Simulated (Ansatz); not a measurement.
C2H6N2Si can be A, `C=C1N[SiH]1N`, or B, `NC1N=C1[SiH3]`.

Calculated with Ansatz (gas phase, PBE0-D4/def2-TZVP geometries, no zero-point term in ΔE). CBS: MP2 limit from def2 TZ/QZ plus the TZ coupled-cluster correction, frozen cores. Functionals use def2-TZVPP. B3LYP here is the variant with VWN-RPA as its local correlation; programs differ in this. Each species was taken in one conformer, which may not be the lowest.

Which is lower in electronic energy at CCSD(T)/CBS, and by how much? (An estimate is asked.)

Computed: A, by 41.1 kcal/mol.

Give E(B) − E(A) in kcal/mol with MP2/def2-TZVPP, B2PLYP, PBE0-D4, HF/def2-TZVPP, CCSD(T)/def2-TZVPP, B3LYP-D4, CCSD/def2-TZVPP. (Estimate.)

Computed: MP2/def2-TZVPP 40.4, B2PLYP 41.1, PBE0-D4 41.3, HF/def2-TZVPP 39.3, CCSD(T)/def2-TZVPP 38.6, B3LYP-D4 41.9, CCSD/def2-TZVPP 39.1. None reverses the order clearly.

Largest T1 diagnostic: 0.013.

From PBE to PBE0 (25 % exact exchange), in def2-TZVPP and without D4, E(B) − E(A) moves by +1.4 kcal/mol.
